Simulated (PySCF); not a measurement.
## Nuclear quadrupole coupling in `O=C1CCC(=O)N1`

C4H5NO2.
Structure used (PBE0-D3(BJ)/def2-SVP), in Å, numbered top down from 1:
```xyz
12
C4H5NO2 angstrom
O     -2.030    1.191   -1.102
C     -1.045    0.745   -0.578
C     -0.651   -0.714   -0.417
C      0.684   -0.699    0.322
C      1.006    0.769    0.550
O      1.969    1.237    1.094
N     -0.037    1.498    0.003
H     -1.456   -1.231    0.126
H     -0.604   -1.172   -1.416
H      1.512   -1.151   -0.243
H      0.660   -1.204    1.299
H     -0.062    2.512    0.026
```

Field gradients from the PBE0/pcSseg-1 density (PySCF, non-relativistic), principal values in atomic units, ordered |Vxx| ≤ |Vyy| ≤ |Vzz|:

```csv
atom,Vxx,Vyy,Vzz
O1,0.6983,0.9813,-1.6796
O6,0.6981,0.9814,-1.6796
N7,0.2744,0.3894,-0.6638
```

**Question.** Find the asymmetry η = (Vxx − Vyy)/Vzz and the couplings χ = eQV/h (234.96 MHz × Q in barn × V in au), with Q(17O) = −0.0256 b, Q(14N) = 0.02044 b.

**Answer.** 
| atom | environment | nucleus | η | χzz (MHz) | χxx (MHz) | χyy (MHz) |
| --- | --- | --- | --- | --- | --- | --- |
| O1 | amide oxygen | 17O | 0.17 | 10.10 | -4.20 | -5.90 |
| O6 | amide oxygen | 17O | 0.17 | 10.10 | -4.20 | -5.90 |
| N7 | amide nitrogen | 14N | 0.17 | -3.188 | 1.318 | 1.870 |

The tensor is traceless: Vxx + Vyy + Vzz = 0.

**Question.** What is Vzz at N7 in SI units (1 au = 9.71736 × 10²¹ V/m²)?

**Answer.** -0.6638 au = -6.450 × 10²¹ V/m².

**Question.** And the gradient at the other heavy atoms, for which no coupling is worked out here?

**Answer.** 
```json
{"atom": "C2", "environment": "amide carbonyl carbon", "Vzz (au)": "0.420", "η": "0.72"}
{"atom": "C3", "environment": "sp3 carbon next to a carbonyl", "Vzz (au)": "0.079", "η": "0.80"}
{"atom": "C4", "environment": "sp3 carbon next to a carbonyl", "Vzz (au)": "0.079", "η": "0.80"}
{"atom": "C5", "environment": "amide carbonyl carbon", "Vzz (au)": "0.420", "η": "0.72"}
```

Were the hydrogens deuterons (Q(2H) = 0.00286 b), χzz would run from 194 kHz (H9, H11, H10 and H8) to 260 kHz (H12).

Isolated species at its PBE0-D3(BJ)/def2-SVP geometry, gas phase. The small basis limits the accuracy of the gradients.
